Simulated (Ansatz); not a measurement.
`C#[C][Al]([Cl])[Cl]` and `[SH][Al]([Cl])[Cl]` differ in one atom or group.

Ansatz, PBE0-D4/def2-TZVP geometries, multiplicity 1. Each molecule was computed in one conformer, which needn't be the lowest.

```csv
property,`C#[C][Al]([Cl])[Cl]`
size of the dipole moment (PBE/def2-TZVPP) / D,1.75
LUMO energy (ωB97M-V/def2-TZVPP) / eV,0.14
LUMO energy (PBE/def2-TZVPP) / eV,-2.47
"ideal-gas entropy at 298 K and 1 bar (rigid rotor, harmonic PBE0-D4/def2-TZVP) / J/(mol·K)",343
HOMO energy (ωB97M-V/def2-TZVPP) / eV,-10.93
HOMO–LUMO gap (PBE/def2-TZVPP) / eV,4.96
```

(1) Give the same properties after the change, and the shifts. (Estimate.)

Results:

(1) The calculation gave: 
```json
{"property": "size of the dipole moment (PBE/def2-TZVPP) / D", "`[SH][Al]([Cl])[Cl]`": "1.03", "shift": "-0.72"}
{"property": "LUMO energy (ωB97M-V/def2-TZVPP) / eV", "`[SH][Al]([Cl])[Cl]`": "0.71", "shift": "0.57"}
{"property": "LUMO energy (PBE/def2-TZVPP) / eV", "`[SH][Al]([Cl])[Cl]`": "-1.85", "shift": "0.62"}
{"property": "ideal-gas entropy at 298 K and 1 bar (rigid rotor, harmonic PBE0-D4/def2-TZVP) / J/(mol·K)", "`[SH][Al]([Cl])[Cl]`": "339", "shift": "-4"}
{"property": "HOMO energy (ωB97M-V/def2-TZVPP) / eV", "`[SH][Al]([Cl])[Cl]`": "-10.44", "shift": "0.49"}
{"property": "HOMO–LUMO gap (PBE/def2-TZVPP) / eV", "`[SH][Al]([Cl])[Cl]`": "5.18", "shift": "0.22"}
```

With PBE0 the HOMO rises by 0.42 eV and the LUMO rises by 0.66 eV, so the gap widens by about 0.24 eV. PBE moves the HOMO by 0.40 eV and ωB97M-V by 0.49 eV. The zero-point energy changes by -24.1 kJ/mol with -3 modes. Dipoles are sizes alone; their direction can turn.
